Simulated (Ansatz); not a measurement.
PBE exchange is replaced step by step with exact exchange (0 % is PBE, 25 % PBE0; no dispersion term), basis def2-SVP, Ansatz. System: the cluster Cr3N3. The state is a doublet with charge 0. Geometry: r2SCAN-D4/def2-SVP.

Geometry of the doublet:

```xyz
6

Cr    0.944   -0.121   -2.079
Cr   -0.782   -0.466   -0.039
Cr    1.733   -0.160    0.402
N    -0.729    0.162   -1.627
N    -1.175    0.397    1.679
N     0.010    0.189    1.665
```

At PBE-D4/def2-SVP, PBE with 10 % exact exchange/def2-SVP, PBE with 15 % exact exchange/def2-SVP, PBE0-D4/def2-SVP and others the charge 0 doublet is spin-contaminated (final ⟨S²⟩ up to 6.87, 0.75 for a pure state). The geometry of the doublet was relaxed on an unsound state (⟨S²⟩ 6.00, where a pure state has 0.75). The structure comes from a short search, and lower isomers may exist.

HOMO and LUMO are taken over both spins.

| exact exchange (%) | HOMO (eV) | LUMO (eV) | gap (eV) | ⟨S²⟩ |
| --- | --- | --- | --- | --- |
| 0 | -3.40 | -3.20 | 0.20 | 5.430 |
| 10 | -3.74 | -2.92 | 0.82 | 5.856 |
| 15 | -3.92 | -2.78 | 1.14 | 6.045 |
| 25 | -4.28 | -2.49 | 1.79 | 6.404 |
| 40 | -4.85 | -2.00 | 2.85 | 6.865 |
